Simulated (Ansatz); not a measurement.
Basis-set extrapolation for `C#CS[SiH3]` (PBE0-D4/def2-TZVP geometry, frozen core, Ansatz). Multiplicity 1, RHF reference.

```
                      def2-TZVPP   def2-QZVPP
                 HF  -764.525969  -764.549274
    MP2 correlation    -0.601881    -0.646275
CCSD(T) correlation    -0.673177      not run
```

Energies in hartree. Use E(X) = E(∞) + A·exp(−7.88·√X) for Hartree–Fock and E(X) = E(∞) + B·X^(−2.97) for correlation, with X = 3 and 4, and add CCSD(T) minus MP2 of the smaller set to the MP2 limit.

Task: What is the CCSD(T) energy at the basis-set limit?

Result: HF limit: -764.549274 + (-0.023305) × 0.13774 = -764.55248. MP2 limit: -0.646275 + (-0.044394) × 0.74074 = -0.67916. Higher-order term: -0.673177 − (-0.601881) = -0.07130. Total: -765.30294 hartree, 65.1 kcal/mol below CCSD(T)/def2-TZVPP.
